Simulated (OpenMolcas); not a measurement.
Mo3+ among 3 point charges of -2 e arranged as a planar triangle (D3h).

```json
{
  "Program": "OpenMolcas 26.06",
  "Method": "CASSCF",
  "Basis": "ANO-RCC-VDZP [6s5p3d1f]",
  "Scalar Hamiltonian": "DKH2, point nucleus",
  "Active space": "3 electrons in 5 orbitals (4d)",
  "State averaging": "2S+1 = 4 even, 10 roots; 2S+1 = 2 even, 40 roots",
  "Spin-orbit coupling": "state interaction with AMFI integrals over the reference wave functions"
}
```

All point charges move together. At R = 2.03 Å the first state of the same spin is 6880 cm-1, and at R = 2.3 Å it is 2552 cm-1.

Question: A third run gives 4481 cm-1. What distance was it run at?

Answer: With a power law R^-n the two known points give n = -ln(2552 / 6880) / ln(2.3 / 2.03) = 7.94. Then R = 2.03 × (6880 / 4481)^(1/7.94) = 2.143 Å. The run was at 2.16 Å, so the estimate is off by -0.017 Å.

Without dynamic correlation the repulsion within the d shell is too large (B by tens of per cent), so at a given field states of lower spin stand too high. This is an electrostatic model: the charges have no orbitals. No measured value stands beside these numbers.
